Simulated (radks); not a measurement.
Initial-state core-level shifts of the argon ion Ar3+ when its valence configuration changes from [Ne] 3s2 3p3. Calculated with a radial shooting solver on a logarithmic mesh with Libxc functionals: Dirac Kohn-Sham, LDA (Slater exchange, Perdew-Wang correlation), spin-unpolarised, spherical densities, finite nucleus; open shells fill j = l - 1/2 first; Fermi nuclear charge, rms radius 3.4274 fm. Shifts are changes of the shell-averaged eigenvalues in eV (positive: less bound); the change of the density at the nucleus, which sets a Mossbauer isomer shift, is in e/bohr^3, on a base of 4312.

valence          1s      2s      2p  density at nucleus
3s1 3p4      -0.931  -1.014  -0.969            -20.8807
3s1.5 3p3.5  -0.470  -0.510  -0.489            -10.4032
3s0.5 3p4.5  -1.382  -1.510  -1.443            -31.4312
3p5          -1.825  -1.999  -1.910            -42.0535
